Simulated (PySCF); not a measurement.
**Spinor energies of Ru³⁺ (ruthenium, charge +3)**

Start: [Kr] 4d5; 4d5/2 filled at m_j = -3/2, -1/2, +1/2, +3/2, +5/2. Calculated with PySCF 2.14 in x2c-TZVPall-2c with one added diffuse shell each of s, p, d type (9s10p8d1f, 86 functions): generalised Hartree-Fock with the X2C-1e Hamiltonian and a Gaussian nucleus; one run each with spin-orbit coupling (SO) switched off, then screened by Boettger's factors. This is a chosen level, not necessarily the ground level.

```csv
spinor shell,electrons,"ε, spin-free (eV)","ε, screened SO (eV)",weight of nominal j (screened SO),"rms radius, screened SO (bohr)"
1s1/2,2,-22270.4,-22269.1,1.000,0.0384
2s1/2,2,-3312.4,-3312.0,1.000,0.158
2p1/2,2,-2963.6,-3054.1,1.000,0.137
2p3/2,4,-2963.6,-2921.4,1.000,0.142
3s1/2,2,-646.87,-646.76,1.000,0.428
3p1/2,2,-529.23,-545.19,1.000,0.425
3p3/2,4,-529.23,-521.75,1.000,0.435
3d3/2,4,-340.09,-342.97,0.957,0.417
3d5/2,6,-340.09,-338.08,0.972,0.420
4s1/2,2,-128.34,-128.32,1.000,1.08
4p1/2,2,-92.401,-98.950,0.662,1.19
4d5/2,5,-46.183,-46.174,0.570,1.53
```

Problem. Where does 4p3/2 lie, and what is the 4p spin-orbit splitting (screened SO)?

Solution. At -89.197 eV, 9.753 eV above 4p1/2.

```tsv
quantity	spin-free	screened SO
E (hartree)	-4525.91706	-4526.56028
M_J	5/2	5/2
⟨J²⟩	8.751	8.751
⟨L²⟩	0.000	0.024
⟨S²⟩	8.751	8.726
```

Each row is a mean over spinors that exchange with the open shell spreads, by up to 11.118 eV (4p3/2).

Rows whose weight is well below 1 are mixtures of j = l ± 1/2: exchange outweighs spin-orbit coupling there, and the label is only the starting occupation.

Breit and QED terms are absent; they matter most for the inner s and p1/2 levels.

Densities and radii are taken from the X2C orbitals without a picture-change correction, which distorts them close to the nucleus.

Without spin-orbit coupling the j labels of p, d and f shells carry no meaning; the spin-free column gives the mean over the occupied spinors of each nl shell.
